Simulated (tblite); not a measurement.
Input of a run (GFN2-xTB geometry optimisation, gas phase (tblite 0.8.0)), started from a force field or distance geometry:
```
{"job": {"kind": "relax", "xc": "GFN2-xTB", "basis": "xTB"}, "charge": 0, "multiplicity": 1}
C     -2.484500    -0.684000     0.325400
C     -1.451900     0.429500     0.291400
C      0.032400    -0.025600     0.031700
C      0.503100    -0.956500     1.164700
O      0.380100    -0.347000     2.460400
C      0.161500    -0.779400    -1.328900
S     -0.434600     0.119000    -2.805100
O      0.773300     1.230000     0.087100
Si     2.391800     1.405000    -0.254100
H     -2.553200    -1.212800    -0.623400
H     -2.297800    -1.409200     1.117400
H     -3.484900    -0.252800     0.520600
H     -1.752400     1.180100    -0.427800
H     -1.486800     0.963700     1.254200
H      1.551900    -1.232200     1.053600
H     -0.071400    -1.895200     1.206300
H      0.615800     0.598200     2.341500
H     -0.371900    -1.738100    -1.287800
H      1.214100    -1.024000    -1.515400
H      0.193000     1.278300    -2.541200
H      2.970000     2.385200     0.700700
H      3.064500     0.100700    -0.124300
H      2.533300     1.893900    -1.636900
```

Output (eV, eV/Å):
```
step      E/eV     max force
  0    -843.52797    1.526
  1    -843.63043    1.006
  2    -843.68486    0.434
  3    -843.71693    0.510
  4    -843.74041    0.305
  5    -843.75376    0.316
  6    -843.76906    0.328
  7    -843.78145    0.367
  8    -843.78943    0.204
  9    -843.79400    0.140
 10    -843.79812    0.150
 11    -843.80292    0.239
 12    -843.80774    0.221
 13    -843.81133    0.134
 14    -843.81369    0.109
 15    -843.81553    0.089
 16    -843.81708    0.079
 17    -843.81820    0.066
 18    -843.81898    0.065
 19    -843.81970    0.060
 20    -843.82054    0.071
 21    -843.82150    0.070
 22    -843.82253    0.085
 23    -843.82362    0.076
 24    -843.82486    0.085
 25    -843.82619    0.095
 26    -843.82748    0.076
 27    -843.82872    0.088
 28    -843.83003    0.118
 29    -843.83138    0.106
 30    -843.83250    0.061
 31    -843.83322    0.054
 32    -843.83377    0.053
 33    -843.83444    0.071
 34    -843.83524    0.070
 35    -843.83598    0.069
 36    -843.83650    0.044
 37    -843.83691    0.045
 38    -843.83737    0.047
 39    -843.83794    0.054
 40    -843.83852    0.059
 41    -843.83903    0.049
 42    -843.83948    0.044
 43    -843.83986    0.041
 44    -843.84017    0.038
 45    -843.84044    0.036
 46    -843.84073    0.042
 47    -843.84105    0.047
 48    -843.84138    0.050
 49    -843.84168    0.045
 50    -843.84199    0.054
 51    -843.84232    0.052
 52    -843.84267    0.047
 53    -843.84302    0.045
 54    -843.84339    0.044
 55    -843.84385    0.060
 56    -843.84444    0.064
 57    -843.84517    0.070
 58    -843.84603    0.075
 59    -843.84706    0.071
 60    -843.84820    0.083
 61    -843.84918    0.063
 62    -843.84979    0.050
 63    -843.85015    0.047
 64    -843.85046    0.048
 65    -843.85074    0.063
 66    -843.85107    0.040
 67    -843.85145    0.034
 68    -843.85169    0.044
 69    -843.85213    0.061
 70    -843.85261    0.055
 71    -843.85306    0.048
 72    -843.85343    0.041
 73    -843.85386    0.051
 74    -843.85442    0.065
 75    -843.85502    0.059
 76    -843.85551    0.041
 77    -843.85588    0.040
 78    -843.85622    0.060
 79    -843.85660    0.054
 80    -843.85704    0.036
 81    -843.85731    0.036
 82    -843.85763    0.043
 83    -843.85812    0.060
 84    -843.85870    0.056
 85    -843.85922    0.052
 86    -843.85965    0.048
 87    -843.86009    0.044
 88    -843.86058    0.054
 89    -843.86101    0.044
 90    -843.86135    0.056
 91    -843.86176    0.046
 92    -843.86239    0.060
 93    -843.86306    0.058
 94    -843.86360    0.036
 95    -843.86387    0.033
 96    -843.86410    0.028
 97    -843.86429    0.032
 98    -843.86442    0.022
 99    -843.86451    0.022
100    -843.86459    0.020
101    -843.86472    0.019
102    -843.86484    0.020
103    -843.86496    0.023
104    -843.86506    0.020
105    -843.86516    0.017
106    -843.86526    0.016
107    -843.86532    0.015
108    -843.86537    0.016
109    -843.86542    0.013
110    -843.86551    0.017
111    -843.86560    0.024
112    -843.86568    0.026
113    -843.86576    0.025
114    -843.86584    0.024
115    -843.86596    0.028
116    -843.86610    0.028
117    -843.86620    0.019
118    -843.86626    0.016
119    -843.86631    0.016
120    -843.86637    0.016
121    -843.86642    0.014
122    -843.86647    0.013
123    -843.86650    0.014
124    -843.86656    0.017
125    -843.86663    0.021
126    -843.86673    0.019
127    -843.86684    0.020
128    -843.86693    0.020
129    -843.86703    0.026
130    -843.86715    0.026
131    -843.86727    0.020
132    -843.86737    0.017
133    -843.86743    0.020
134    -843.86749    0.016
135    -843.86755    0.016
136    -843.86764    0.018
137    -843.86771    0.021
138    -843.86779    0.021
139    -843.86785    0.018
140    -843.86791    0.016
141    -843.86797    0.018
142    -843.86803    0.017
143    -843.86809    0.018
144    -843.86814    0.013
145    -843.86819    0.013
146    -843.86823    0.016
147    -843.86826    0.014
148    -843.86829    0.010
```

**Question.** Summarise the run.

**Answer.** The energy falls by 7.8 kcal/mol over 148 L-BFGS steps, the largest force on an atom goes from 1.53 to 0.010 eV/Å, and the atoms move by 0.384 Å rms after alignment. The bond that changes most is C3–O8 (sp3 carbon bound to oxygen to silyl ether oxygen), which shortens by 0.051 Å. Bonds longer at the end by more than 0.005 Å: 2 of 22; shorter: 16. Among the angles that change most is O8–Si9–H21, from 108.4° to 98.0°. Among the dihedrals that turn most is C3–O8–Si9–H22, from -21° to -56°. The energy never rose by more than 1e-5 eV on the way. The first step brought 30 % of the lowering.

**Question.** What are the final bond lengths?

**Answer.** C1–C2 1.523 Å, C2–C3 1.539 Å, C3–C4 1.544 Å, C4–O5 1.397 Å, C3–C6 1.528 Å, C6–S7 1.821 Å, C3–O8 1.408 Å, O8–Si9 1.620 Å, C1–H10 1.087 Å, C1–H11 1.087 Å, C1–H12 1.087 Å, C2–H13 1.092 Å, C2–H14 1.092 Å, C4–H15 1.101 Å, C4–H16 1.091 Å, O5–H17 0.966 Å, C6–H18 1.088 Å, C6–H19 1.091 Å, S7–H20 1.331 Å, Si9–H21 1.453 Å, Si9–H22 1.466 Å, Si9–H23 1.466 Å. Numbering counts from 1 in the input's order; the species is `CC[C@@](CO)(CS)O[SiH3]`.

On one thread, Arm Neoverse N1 (aarch64), no GPU, shared host with 64 logical CPUs at a one-minute load of 60, this took 2.4 s wall.

Its GFN2-xTB frequencies are all real (lowest 54 cm⁻¹). One conformer, not necessarily the lowest. 3 starts were optimised and ended at 0.00, 2.09 and 2.23 kcal/mol (GFN2-xTB); the lowest of these is shown.

All values are computed, not measured.
